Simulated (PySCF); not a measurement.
All values below come from TPSSh-D3(BJ)/def2-TZVP // PBE-D3(BJ)/def2-SVP in PySCF. All species are isolated molecules in the gas phase. 

Reference species: [Sc(Cl)2(F)] (neutral, multiplicity 1).

- LUMO: -3.49 eV
- mean distance from the central atom to its bonded neighbours: 2.126 Å
- coordination number: 3
- dipole moment: 0.44 D

After one change: the LUMO drops by 0.18 eV; the mean distance from the central atom to its bonded neighbours increases by 0.145 Å; the coordination number hardly moves; the dipole moment falls by 0.38 D.

**Question.** Name the change that produced these shifts. The new species is one of these.
(A) [Sc(Cl)3]
(B) [Sc(Cl)(F)2]
(C) [Sc(F)3]

**Answer.** A, [Sc(Cl)3]
